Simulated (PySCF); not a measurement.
Computed shifts of a molecule C2H6BBrO, PBE0/pcSseg-1 (PySCF), GIAO, gas phase, atoms alike by connectivity averaged where their shifts nearly agree, in ppm (number of nuclei): ¹³C: 18.8 (1), 13.7 (1). ¹H: 5.95 (1), 1.53 (1), 1.41 (3), 1.22 (1). References: ¹¹B against BF3 (σ = 88.8 ppm); ¹³C against TMS (σ = 186.3 ppm); ¹H against TMS (σ = 31.56 ppm); ¹⁷O against H2O (σ = 334.2 ppm), references at their B3LYP-D3(BJ)/def2-TZVP geometries, non-relativistic (without spin–orbit terms, shifts of atoms bonded to Cl or Br come out too high). Geometry optimised at B3LYP-D3(BJ)/def2-SVP. Other conformers were not sampled.

**Question.** Which molecule gave these data?
A. CCB(O)Br
B. CCOBBr
C. COB(C)Br

**Answer.** A, CCB(O)Br
